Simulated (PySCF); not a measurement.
# Choosing a basis for TDDFT

Compound: C4H5FO2.
Numbering: `[O:1]=[CH:2][C@@H:3]([F:4])[C@H:5]1[CH2:6][O:7]1` (hydrogens: H8 on C2; H9 on C3; H10 on C5; H11, H12 on C6)

Geometry (PBE0-D3(BJ)/def2-SVP, Å), atoms numbered from 1 in this order:
```
atom  x, y, z in Å
O1    -0.8320    1.9670   -0.4362
C2    -1.4294    0.9838   -0.1004
C3    -0.7667   -0.2208    0.5478
F4    -1.7190   -1.1943    0.7152
C5     0.3909   -0.7425   -0.2567
C6     1.6598   -0.0199   -0.2752
O7     1.5063   -1.2153    0.4575
H8    -2.5378    0.8723   -0.2223
H9    -0.3873    0.0857    1.5404
H10    0.0950   -1.3440   -1.1275
H11    1.7620    0.9000    0.3130
H12    2.2936   -0.0782   -1.1682
```

TDDFT with PBE0 (PySCF), vertical singlets, core orbitals frozen in the response, spherical d and f functions. Isolated species at its PBE0-D3(BJ)/def2-SVP geometry (one conformer only).

| basis | functions | diffuse | S1 (eV) | S2 (eV) | S3 (eV) | S4 (eV) | S5 (eV) | LUMO (eV) | α (au) |
| --- | --- | --- | --- | --- | --- | --- | --- | --- | --- |
| 6-31G* | 108 | no | 4.21 | 5.93 | 6.77 | 7.77 | 8.13 | -1.12 | 43.8 |
| def2-SVP | 123 | no | 4.18 | 5.86 | 6.75 | 7.72 | 8.13 | -1.34 | 44.2 |
| 6-31+G* | 136 | yes | 4.18 | 5.79 | 6.62 | 7.34 | 7.64 | -1.60 | 49.9 |
| def2-SVPD | 189 | yes | 4.15 | 5.79 | 6.64 | 7.61 | 7.66 | -1.66 | 52.8 |
| aug-cc-pVDZ | 206 | yes | 4.13 | 5.76 | 6.59 | 7.06 | 7.32 | -1.60 | 53.7 |
| def2-TZVP | 247 | no | 4.16 | 5.83 | 6.64 | 7.63 | 7.93 | -1.52 | 50.6 |

Question: How much do these states and the polarisability depend on the basis?

Answer: States are compared by their number. Against the largest diffuse basis here (aug-cc-pVDZ, itself not a converged limit), sets without diffuse functions differ by up to 0.09 eV in S1 and 0.81 eV in S5; the smaller diffuse sets differ by up to 0.06 and 0.34 eV. State by state, the largest deviation of a set without diffuse functions is S1 0.09, S2 0.17, S3 0.18, S4 0.72, S5 0.81 eV. The same number needn't mean the same state in each row. Against aug-cc-pVDZ the polarisability deviates by -19% in 6-31G*, -18% in def2-SVP, -7% in 6-31+G*, -2% in def2-SVPD, -6% in def2-TZVP. A single + in a Pople set puts diffuse functions on heavy atoms only.
